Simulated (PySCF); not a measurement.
Be(F)(SMe) (CH3BeFS), SMILES C[S][Be][F].

Coordinates come from a B3LYP-D3(BJ)/def2-SVP optimisation. The values are those of a single conformer.

All values below come from CAM-B3LYP/def2-TZVPD in PySCF.

Symmetry labels are those of the subgroup Cs that the program uses (full group Cs).

Q: List the valence orbital energies around the gap with their symmetry. (The exact figures need the calculation; the answer reports its results.)

A: 
```csv
orbital,symmetry,energy (eV)
HOMO−7,A',-14.76
HOMO−6,A',-13.94
HOMO−5,A",-13.80
HOMO−4,A',-13.46
HOMO−3,A",-13.43
HOMO−2,A',-12.00
HOMO−1,A',-10.02
HOMO,A",-8.58
LUMO,A',0.00
LUMO+1,A',0.21
LUMO+2,A",0.92
LUMO+3,A',1.05
```
